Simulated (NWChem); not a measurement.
C2H4NO, doublet; SMILES [NH]C(=O)C

```xyz
8

C     -0.0950    -1.3919     0.0005
C      0.0613     0.0979    -0.0265
N     -1.0837     0.8463     0.0475
O      1.1429     0.6711     0.0215
H     -0.5278    -1.6966     0.9655
H     -0.7946    -1.7171    -0.7843
H      0.8804    -1.8739    -0.1368
H     -0.9130     1.7594    -0.3937
```
Atoms are numbered in this order, from 1.

All runs: NWChem. Pople sets run with spherical d functions. Spin-unrestricted. Structure relaxed at the PBE0/def2-SVP, spin-unrestricted level. No stability test was run on the SCF state. Level SCAN/6-31G*: energy and gradient on several grids; changes count from the extra-fine grid, which is no exact limit either.

| grid | size of the energy change (μHa) | largest change of a gradient component (μHa/bohr) | time, medium = 1 (rough) |
|---|---|---|---|
| xcoarse | 10000 | 4000 | 0.5 |
| coarse | 4000 | 4000 | about 1 |
| medium | 1000 | 3000 | about 1 |
| fine | 600 | 600 | about 1 |
| xfine | < 10 | < 30 | 4 |
